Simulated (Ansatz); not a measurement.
One geometry of [MnNCl4]2- (MnNCl4²⁻), several levels of theory.

```yaml
crystal:
  periodic: [false, false, false]
  atoms:
    - {symbol: Mn, position_ang: [-0.000225, -0.000159, 0.110770]}
    - {symbol: N, position_ang: [-0.003292, -0.002385, 1.595255]}
    - {symbol: Cl, position_ang: [2.295051, 0.013509, -0.421620]}
    - {symbol: Cl, position_ang: [-0.011970, 2.294704, -0.423233]}
    - {symbol: Cl, position_ang: [-2.293292, -0.012231, -0.431133]}
    - {symbol: Cl, position_ang: [0.013728, -2.293438, -0.430029]}
basis:
  gaussian: {orbitals: 6-31G, initial_orbitals: start.molden}
total_charge: -2
hamiltonian: {xc: {name: B3LYP}, dispersion: d4}
scf: {omitted_lower_state_checks: [starts]}
output: {orbitals: {seedname: orbitals}}
```

The file start.molden holds the orbitals of an earlier run on this structure, at another level or in another basis.

```sh
$ ansatz run in.yaml --threads 4 --pin off --events-out ev --progress --plain --max-ram 8704MiB
```

Shortened log:

```
Functional definition: B3LYP
978 factors; integrals over basis functions are off by at most 1.9e-4 eV
mean field evaluation 1: about -82900.1716 eV, gradient 1.5e1 eV
mean field evaluation 2: about -82900.5979 eV, gradient 3.7e-1 eV
mean field evaluation 4: about -82900.7047 eV, gradient 7.8e-4 eV
mean field -82900.70474826 eV, -3046.5447073827 hartree, gradient 2.5e-5 eV, S^2 0.000000; 0 other end points of the search recorded, 0 dependent functions left out
reference -82900.70504465 eV, -3046.5447182749 hartree; 51, 51 occupied and 39, 39 virtual orbitals, 978 factors
Total energy: -82901.29455378 eV, -3046.5663823358 hartree
Checks for a lower state left out: starts
```

Run time 2 s (4 threads of Arm Neoverse V1 on a shared host).

First input, but with `hamiltonian: {xc: hf}` (abridged; 1.9 s):

```
Functional definition: HF
mean field evaluation 16: about -82773.4415 eV, gradient 7.9e-2 eV
mean field -82773.44214681 eV, -3041.8678930410 hartree, gradient 1.6e-5 eV, S^2 0.000000
Total energy: -82773.44214681 eV, -3041.8678930410 hartree
Checks for a lower state left out: starts
```

The first input with `gaussian: {orbitals: def2-SVPD, initial_orbitals: start.molden}`, `hamiltonian: {xc: {text: "exchange = 0.85*pbe_x + 0.15*exact_x\ncorrelation = pbe_c"}}` (abridged; 4.2 s):

```
Functional definition: unnamed
mean field -82860.04518822 eV, -3045.0504961111 hartree, gradient 9.7e-6 eV, S^2 0.000000
Total energy: -82860.04522574 eV, -3045.0504974901 hartree
Checks for a lower state left out: starts
```

First input, but with `gaussian: {orbitals: def2-TZVPD, initial_orbitals: start.molden}`, `correlation: {method: mp2}` and without the key `hamiltonian` (abridged; 48 s):

```
Functional definition: HF
mean field evaluation 16: about -82782.3025 eV, gradient 4.0e-1 eV
mean field -82782.30566641 eV, -3042.1936213784 hartree, gradient 1.9e-6 eV, S^2 0.000000; unrestricted orbitals would lower it
mean field evaluation 32: about -82783.3306 eV, gradient 5.0e0 eV
unrestricted determinant -82785.53084589 eV, -3042.3121445382 hartree, S^2 2.4389
26 core orbitals not correlated: weight in the atoms' cores, before any rotation towards them, 1.000 or more for the frozen orbitals, at most 0.000 for the correlated occupied ones
second order -47.43494098 eV of doubles, -0.00000000 eV of singles
Total energy: -82829.74060739 eV, -3043.9368233068 hartree
Checks for a lower state left out: starts
```

As the first input, with `gaussian: {orbitals: def2-TZVPD, initial_orbitals: start.molden}`, `hamiltonian: {xc: r2scan, dispersion: d4}` (abridged; 11 s):

```
Functional definition: r2SCAN
mean field -82904.02406386 eV, -3046.6666899812 hartree, gradient 1.3e-5 eV, S^2 0.000000
Total energy: -82904.10708553 eV, -3046.6697409713 hartree
Checks for a lower state left out: starts
```

Geometry: r2SCAN-D4/def2-SVPD.

The 6-31G sets use Cartesian d functions. B3LYP takes the VWN-RPA correlation. Correlated methods freeze 26 core orbitals; core or outer-core shells of Mn are correlated, in sets that lack core-valence functions. A multiply charged anion in the gas phase is held together partly by the finite basis. Removing one electron lowers the energy by 0.54 eV at PBE0-D4/def2-TZVPD, so it isn't bound. The restricted singlet is unstable towards broken spin symmetry at other levels; at B3LYP-D4/6-31G, PBE with 15 % exact exchange/def2-SVPD this wasn't settled. At B3LYP-D4/6-31G, PBE with 15 % exact exchange/def2-SVPD, r2SCAN-D4/def2-TZVPD the highest occupied level of the charge -2 singlet lies above zero (up to 2.99 eV). By energy differences it is unbound by 0.81 eV (vertical, against the charge -1 doublet, at r2SCAN-D4/def2-TZVPD) and held by the finite basis. The restricted singlet is unstable towards broken spin symmetry in Hartree–Fock (as tested in another run); at HF/6-31G this wasn't settled. At MP2/def2-TZVPD, r2SCAN-D4/def2-TZVPD the restricted singlet (for correlated methods, its reference) is unstable: a solution with broken spin symmetry lies lower. The order of the spin states hangs on the level: the triplet lies 0.68 eV below the singlet at PBE0-D4/def2-TZVPD, but 4.00 eV above it at MP2/def2-TZVPD.
